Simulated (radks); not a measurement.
The numbers below are computed, except where a source is named.
Ce2+, configuration [Xe] 4f2. Code: a radial shooting solver on a logarithmic mesh with Libxc functionals. Model: scalar-relativistic Kohn-Sham, LDA (Slater exchange, VWN5 correlation), spin-polarised, spherical densities, finite nucleus; open shells are filled with parallel spins first (spin-orbit coupling, left out, can overturn this in heavy ions); Fermi nuclear charge, rms radius 4.8771 fm; hard spherical wall at 3 bohr.

Local quantities along the radius. ELF = 1/(1 + alpha^2) is the electron localisation function; alpha = (tau - tau_W)/tau_unif compares the Pauli kinetic energy density with that of the uniform gas (summed over spins). tau is taken from the large components.

```
   r/bohr * ELF (the largest magnitude, 0.999, reaches the edge; | marks zero)
 0.001878 |                                                      *
 0.002135 |                                                      *
 0.002426 |                                                      *
  0.00278 |                                                      *
 0.003159 |                                                      *
 0.003591 |                                                      *
 0.004081 |                                                      *
 0.004638 |                                                      *
 0.005272 |                                                      *
  0.00604 |                                                      *
 0.006865 |                                                      *
 0.007802 |                                                      *
 0.008867 |                                                      *
  0.01008 |                                                     *
  0.01145 |                                                     *
  0.01312 |                                                     *
  0.01491 |                                                   *
  0.01695 |                                                 *
  0.01927 |                                              *
   0.0219 |                                        *
  0.02509 |                               *
  0.02851 |                       *
  0.03241 |                  *
  0.03683 |                 *
  0.04186 |                   *
  0.04758 |                        *
  0.05451 |                               *
  0.06195 |                                     *
  0.07041 |                                        *
  0.08003 |                                        *
  0.09096 |                                     *
   0.1034 |                              *
   0.1184 |                      *
   0.1346 |                 *
    0.153 |                   *
   0.1739 |                          *
   0.1976 |                                  *
   0.2264 |                                        *
   0.2573 |                                        *
   0.2925 |                                    *
   0.3324 |                        *
   0.3778 |            *
   0.4294 |           *
   0.4919 |                      *
   0.5591 |                                   *
   0.6355 |                                        *
   0.7222 |                                       *
   0.8209 |                                *
    0.933 |                      *
    1.069 |               *
    1.215 |                 *
    1.381 |                           *
    1.569 |                                     *
    1.784 |                                          *
    2.027 |                                         *
    2.322 |                                 *
     2.64 |              *
```

On this mesh the ELF has minima near r = 0.037, 0.13, 0.43, 1.1 bohr, which separate the shells, and maxima near 0.080 (0.74), 0.26 (0.75), 0.64 (0.75), 1.8 (0.78).
